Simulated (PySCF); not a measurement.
**From computed data to an observable: oscillator strength and radiative lifetime**

F₄HNbS, SMILES [F][Nb]([F])([F])([F])[SH], multiplicity 1.

Coordinates come from a PBE-D3(BJ)/def2-SVP optimisation. The spin state was assumed, not searched. The structure was generated by enumeration; whether it is a known compound was not checked. The def2 effective core potentials stand for the cores of Nb; spin–orbit coupling is left out. The values are those of a single conformer.

TDDFT-ωB97X/def2-SVPD (PySCF) puts the first singlet state with f over 0.02 at 6.86 eV (vertical), with the transition dipole (0.086, -0.946, 0.000) in atomic units.

Find the oscillator strength, the wavelength and the radiative lifetime that this transition would have in vacuum if emission retraced absorption.


|μ|² = 0.9023 au, so |μ| = 2.41 D. ΔE = 6.86/27.211 = 0.2521 hartree. f = (2/3) ΔE |μ|² = 0.152 (the program prints 0.152).
λ = 1239.84/6.86 = 181 nm; ν = 55330 cm⁻¹.
Einstein's coefficient A = 0.6670 ν² f s⁻¹ (ν in cm⁻¹) = 3.1e8 s⁻¹, so τ = 1/A = 3.2 ns. This state is S8; the lower singlets have f = 0.000, 0.001, 0.002, 0.006, 0.016, 0.000, 0.001. The figure is the radiative limit of this one transition; relaxation, internal conversion, crossing to triplets and a medium change what is measured.
